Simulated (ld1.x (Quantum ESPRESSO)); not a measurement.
# Transferability test, TM potential for Cu (Z = 29)

ld1.x (Quantum ESPRESSO) 7.5 input, shortened:

```
&input
   title='Cu', zed=29., rel=2, dft='PBESOL', iswitch=3,
   config='[Ar] 3d10 4s1 4p0', rel_dist='average'
 /
 &inputp
   pseudotype=2, tm=.true., lloc=2,
   nlcc=.true., new_core_ps=.true.
 /
3
3S  1  0   2.00   0.00  0.95  0.95  0.0
3P  2  1   6.00   0.00  1.15  1.15  0.0
3D  3  2  10.00   0.00  1.35  1.35  0.0
 &test
   configts(1)='3s2 3p6 3d10 4s1 4p0'
 /
```

Open shells are filled in proportion to 2j + 1 (rel_dist='average').

Occupied shells without a wave of their own: 4s. They enter only through the test configuration that unscreens the potential, and ld1.x also counts them in the model core charge.

Energies are relative to the spin-unpolarised reference configuration 3s2 3p6 3d10 4s1 4p0; without spin polarisation the order of configurations can differ from experiment. The d channel is local and has no spin–orbit splitting in the pseudo-atom.

ld1.x takes every shell without a wave as core, so the model core holds the 4s electrons as well and exchange and correlation see them twice. This cancels in the reference configuration, but the file is broken for other ones, and its errors say nothing about a proper core correction.

| valence configuration | charge | ΔE all-electron (eV) | error AE − PS (meV) |
| --- | --- | --- | --- |
| 3s2 3p6 3d10 4s0 4p0 | +1 | 8.104 | -106 |
| 3s2 3p6 3d9 4s0 4p0 | +2 | 29.417 | -398 |
| 3s2 3p6 3d8 4s0 4p0 | +3 | 68.410 | -803 |
| 3s2 3p6 3d10 4s0 4p1 | 0 | 4.170 | -99 |
| 3s2 3p6 3d9 4s2 4p0 | 0 | 1.986 | -34 |
| 3s2 3p6 3d9 4s1 4p0 | +1 | 11.607 | -35 |
| 3s2 3p6 3d9 4s1 4p1 | 0 | 6.863 | -196 |
